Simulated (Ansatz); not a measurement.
A nudged elastic band was laid between two geometries of CH$_{7}$GeNZn (11 atoms, charge 0, multiplicity 1).

Theory: RKS r2SCAN/def2-SVP (Ansatz).

```yaml
movable_images: 7
climbing_image: yes
spring: 5.0 eV/Å²
optimiser: quadratic models (default)
start_path: IDPP
force_threshold: 0.03 eV/Å
iteration_limit: 55
end_points: relaxed
```

Initial state:

```xyz
11
Properties=species:S:1:pos:R:3
C -0.742 1.049 -0.737
Ge -0.505 -0.224 0.734
N 1.249 -0.626 1.157
Zn 1.196 -1.998 -2.199
H -1.812 1.239 -0.915
H -0.253 2.009 -0.507
H -0.301 0.648 -1.663
H -1.138 0.348 2.015
H 1.718 -1.133 0.405
H 1.814 0.197 1.363
H -1.162 -1.567 0.368
```

Final state:

```xyz
11
Properties=species:S:1:pos:R:3
C -0.837 1.002 -0.844
Ge -0.428 -0.105 0.702
N 1.407 -0.068 0.909
Zn 1.052 -2.457 -1.590
H -1.923 1.088 -0.991
H -0.412 2.008 -0.707
H -0.399 0.559 -1.752
H -1.011 0.468 2.005
H 1.900 -0.430 0.091
H 1.739 -0.598 1.716
H -1.023 -1.524 0.480
```

Q: Which bonds break or form, and what moves?

A: No bond is made or broken. The height of N3 over the plane of its neighbours goes from 0.37 to -0.37 Å.

Q: Give the energies along the band, and the barrier.

A: The forces met the threshold. The highest image is number 2 of 0 to 8, 1.7 kJ/mol above the first end and 5.1 kJ/mol above the last; the last end lies 3.3 kJ/mol below the first. Beside the main top the profile has a ripple of under 15 meV (maxima at images 2, 5), which may be a very shallow well or noise. A structure lower than the last end lies on the path between it and the top, so the climb from that side starts below the end, which may itself be a saddle point or a shallow side well. A vibrational analysis at the climbing image gives one clearly imaginary mode, 83i cm⁻¹: a first-order saddle point.

```
image  path coordinate (Å)  energy (kJ/mol)  height of N3 over the plane of its neighbours (Å)
    0                 0.00              0.0                                               0.37
    1                 0.63              0.7                                               0.37
    2                 1.26              1.7                                               0.36
    3                 1.74              0.0                                               0.36
    4                 2.23             -4.5                                               0.37
    5                 2.72             -2.9                                               0.16
    6                 3.20             -2.9                                              -0.34
    7                 3.69             -3.1                                              -0.36
    8                 4.17             -3.3                                              -0.37
```

Q: What is the geometry of the highest image?

A: 
```xyz
11
Properties=species:S:1:pos:R:3
C -0.772 1.127 -0.752
Ge -0.462 -0.230 0.623
N 1.320 -0.581 0.965
Zn 1.004 -2.692 -1.620
H -1.851 1.282 -0.904
H -0.318 2.087 -0.464
H -0.332 0.807 -1.710
H -1.052 0.211 1.974
H 1.903 -0.605 0.129
H 1.737 0.090 1.610
H -1.113 -1.552 0.171
```

Time of the run: 22 min on 2 threads of Arm Neoverse V1, with other jobs on the host, peak memory 0.21 GiB.
